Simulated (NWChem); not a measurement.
System: C2H4AlBr; SMILES C=[CH][AlH][Br]

```xyz
8

Al    -0.5788    -0.6491    -0.0009
H     -2.1537    -0.7823    -0.0004
Br     0.3152     1.4501    -0.0017
C      0.5799    -2.1999    -0.0006
C      0.0389    -3.4317     0.0016
H      1.6690    -2.1306    -0.0018
H      0.6400    -4.3423     0.0021
H     -1.0394    -3.5944     0.0029
```
Atoms are numbered in this order, from 1.

Computed with NWChem. Structure relaxed at the B3LYP/6-31G* (spherical d) level. B3LYP is NWChem's, with the RPA form of VWN correlation. Static field.

Q: Order these by “anisotropy (bohr³)”, lowest first: PBE/def2-SVPD; BHandHLYP/def2-SVPD; Hartree-Fock/def2-SVPD; B3LYP/def2-SVPD.

A: Hartree-Fock/def2-SVPD (36.8), BHandHLYP/def2-SVPD (39.4), B3LYP/def2-SVPD (42.0), PBE/def2-SVPD (44.3)
